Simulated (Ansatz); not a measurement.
`[CH3][SnH]([F])[Cl]` + `CCNC` → `CC[N](C)[SnH]([F])[Cl]` + CH₄ at 298.15 K and 1 bar (ligand exchange at the Sn–C bond).

Calculated with Ansatz (gas phase, PBE0-D4/def2-TZVP geometries, no zero-point term in ΔE). CCSD(T)/CBS is the MP2 limit (def2-TZVPP, def2-QZVPP) plus CCSD(T) − MP2 in def2-TZVPP, frozen cores. This one scheme is used for every species. def2 core potentials past Kr. For Sn outer-core shells are correlated without core-valence functions, which leaves a few kJ/mol of doubt a bond. One conformer a species, not always the lowest.

```
                 species  CCSD(T)/CBS energy (Eh)  H − E (kJ/mol)  S (J/(mol·K))
   `[CH3][SnH]([F])[Cl]`               -814.13902           141.7          357.6
                  `CCNC`               -174.26710           335.0          303.0
`CC[N](C)[SnH]([F])[Cl]`               -947.95175           346.6          436.4
                     CH₄                -40.46206           127.4          186.2
```

H − E and S are ideal-gas, rigid-rotor, harmonic terms from PBE0-D4/def2-TZVP, for one conformer and one mirror image of each species. 1 Eh = 2625.50 kJ/mol, R = 8.31446 J/(mol·K).

By hand: ΔE, ΔH, ΔS and ΔG.

ΔE = (-947.95175) + (-40.46206) − (-814.13902) − (-174.26710) = -0.00769 Eh = -20.2 kJ/mol. Δ(H − E) = 346.6 + 127.4 − 141.7 − 335.0 = -2.7, so ΔH = -22.9 kJ/mol. ΔS = 436.4 + 186.2 − 357.6 − 303.0 = -38.0 J/(mol·K). ΔG = -22.9 − 298.15 × (-38.0)/1000 = -11.6 kJ/mol.

By hand: the equilibrium constant, and the temperature at which ΔG would vanish if ΔH and ΔS stayed fixed.

log₁₀ K = −ΔG/(RT ln 10) = 2.0. ΔG = 0 at ΔH/ΔS = 603 K.

TΔS isn't small against ΔH here. A doubt of 5 kJ/mol in ΔE shifts log₁₀ K by 0.9 here. Other conformers and mirror images would add mixing entropy, several J/(mol·K) or more a flexible species. Modes under 60 cm⁻¹, often nearly free rotors, make the harmonic entropy too high. These are equilibria of isolated gas molecules and say nothing of rates. Largest T1 diagnostic: 0.013 (customary marks: 0.02 for closed shells, 0.045 for open ones).
